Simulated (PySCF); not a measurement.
C2H6Cl2Ge, SMILES C[CH2][GeH]([Cl])[Cl] at its PBE0/def2-SVP optimised geometry (Å):

```
11

Ge     0.6172    -0.3611     0.0000
Cl    -0.0295     1.7022     0.0000
Cl    -0.0309    -1.2342    -1.8690
C     -0.2696    -1.2889     1.4580
C     -1.7885    -1.2397     1.3739
H      2.1512    -0.3611     0.0000
H      0.1063    -2.3257     1.4399
H      0.1024    -0.8296     2.3893
H     -2.1512    -1.7022     0.4436
H     -2.2473    -1.7767     2.2182
H     -2.1556    -0.2024     1.3951
```

Calculation: PBE0/def2-TZVP run with PySCF.

Map of the log10 of the electron density (e/bohr³), floored at −4 on the plane z = 1.0 Å:

```
|00000000000000000000000000000|
|00000000000000000000000000000|
|00000000000001110000000000000|
|00000000000122222100000000000|
|00000000012233433221000000000|
|00000000023445554432000000000|
|00000000124556665542100000000|
|00000000234567776543200000000|
|00000001235677877653210000000|
|00000001245678887653210000000|
|00000112345677777654321000000|
|00001233344567776554322100000|
|00012345544556666554433210000|
|00023466665556666655544321000|
|00124578876566777666554321000|
|00134678887677887766655421000|
|00134678988788888766554321000|
|00135679998899988765544321000|
|00135689999999987655443210000|
|00135689998889987654332100000|
|00134678887788887643221000000|
|00124567776678887542110000000|
|00013455555567776532100000000|
|00012334443455665431000000000|
|00000122222234444320000000000|
|00000001111122332100000000000|
|00000000000001111000000000000|
|00000000000000000000000000000|
|00000000000000000000000000000|
```
Scale: ten equal steps from -4.00 (start of '0') to -0.502 (end of '9'), in the order '0123456789'; x runs from -4.50 to 4.50, y from -4.50 (bottom) to 4.50 (top).
